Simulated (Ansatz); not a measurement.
Two structures of BNH$_{6}$SO$_{2}$, closed shell, reached by relaxing down either side of one saddle point (PBE0-D4/def2-TZVP). Energies are electronic, without zero-point energy. Computed with Ansatz 0.2.0 (basis: def2-TZVPP and def2-QZVPP); correlated methods freeze the cores. Extrapolation: Hartree–Fock as exp(−7.88 √X), correlation as X^−2.97. First:

| atom | x (Å) | y (Å) | z (Å) |
| --- | --- | --- | --- |
| B1 | 0.1035 | -0.3145 | 0.1179 |
| S2 | 1.1799 | -0.4428 | -1.4991 |
| O3 | 0.8067 | 0.0940 | 1.2854 |
| O4 | -0.7795 | -1.4277 | 0.2276 |
| H5 | -1.3734 | 0.8979 | -1.0074 |
| N6 | -0.8998 | 0.9748 | -0.1140 |
| H7 | 2.2354 | 0.2329 | -1.0245 |
| H8 | 1.1512 | -0.6661 | 1.7554 |
| H9 | -0.4731 | -2.1778 | -0.2818 |
| H10 | -0.3648 | 1.8369 | -0.0959 |
| H11 | -1.5862 | 0.9926 | 0.6364 |

Second:

B1  (-0.659, -0.573, 0.772)
S2  (2.166, 0.464, -1.653)
O3  (0.645, -0.921, 1.022)
O4  (-1.651, -1.440, 1.149)
H5  (0.843, 0.346, -1.868)
N6  (-1.038, 0.626, 0.110)
H7  (2.125, 1.802, -1.748)
H8  (1.292, -0.343, 0.604)
H9  (-1.284, -2.246, 1.518)
H10  (-0.426, 1.419, 0.053)
H11  (-2.012, 0.865, 0.039)
(Å)

Which bonds change from the first to the second?

BH₃SO₂ ([OH][B]([OH])[SH]) + NH₃ → BNH₄O₂ ([NH2][B]([OH])[OH]) + H₂S; bonds formed: S2–H5; dative contacts that become bonds: B1–N6; bonds broken: B1–S2, H5–N6.

Give the saddle point's structure and its height above each. (Judge from chemistry; the value comes from the calculation.)

Computed: 94.8 kJ/mol above the first and 118.7 kJ/mol above the second (CCSD(T) at an estimated basis limit (MP2 extrapolated from triple and quadruple zeta, plus CCSD(T) − MP2 in triple zeta)).
```
11
angstrom
B -0.2635 -0.4546 0.4756
S 1.1439 -0.1345 -1.7985
O 0.7338 -0.5013 1.4056
O -1.1373 -1.4704 0.2801
H -0.1355 0.8671 -0.9609
N -0.8210 0.8907 -0.0309
H 2.1746 0.6034 -1.3503
H 1.5203 -0.0162 1.1474
H -0.7711 -2.3181 0.5450
H -0.6411 1.6871 0.5697
H -1.8033 0.8470 -0.2827
```

No T1 diagnostic of these runs exceeds 0.013.

Labels in which every atom is bracketed show which atoms are joined, not bond orders.

For scale, one of the runs: CCSD(T)/def2-TZVPP, 250 basis functions, launched by `ansatz run in.yaml --threads 8 --pin off --events-out ev --progress --plain --max-ram 19148MiB`. Hardware: 8 CPU threads of an Arm Neoverse V1, shared host. Wall time 110 s; peak host memory 5.6 GiB.
